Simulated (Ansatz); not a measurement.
Compare A (`CN[SiH]([SiH3])Cl`) with its isomer B (`N[SiH]([SiH3])CCl`).

Computed with Ansatz on PBE0-D4/def2-TZVP structures; ΔE is electronic, products minus reactants. CCSD(T)/CBS is the MP2 limit (def2-TZVPP, def2-QZVPP) plus CCSD(T) − MP2 in def2-TZVPP, frozen cores. DFT in def2-TZVPP. B3LYP here is the variant with VWN-RPA as its local correlation; programs differ in this. Each species was taken in one conformer, which may not be the lowest.

(1) Which is lower in electronic energy at CCSD(T)/CBS, and by how much? (Estimate.)

(2) Give E(B) − E(A) in kJ/mol with r2SCAN-D4, CCSD/def2-TZVPP, ωB97M-V, CCSD(T)/def2-TZVPP, MP2/def2-TZVPP, B3LYP, HF/def2-TZVPP. (An estimate is asked.)

Largest T1 diagnostic: 0.011.

## Answers

(1) The calculation gave: A, by 102.8 kJ/mol.

(2) The calculation gave: r2SCAN-D4 105.5, CCSD/def2-TZVPP 104.8, ωB97M-V 103.8, CCSD(T)/def2-TZVPP 103.3, MP2/def2-TZVPP 105.6, B3LYP 105.7, HF/def2-TZVPP 114.2. None reverses the order clearly.

In def2-TZVPP, CCSD(T) changes the Hartree–Fock value by −10.9 kJ/mol (the triples alone add −1.5 kJ/mol) and MP2 by −8.6 kJ/mol.
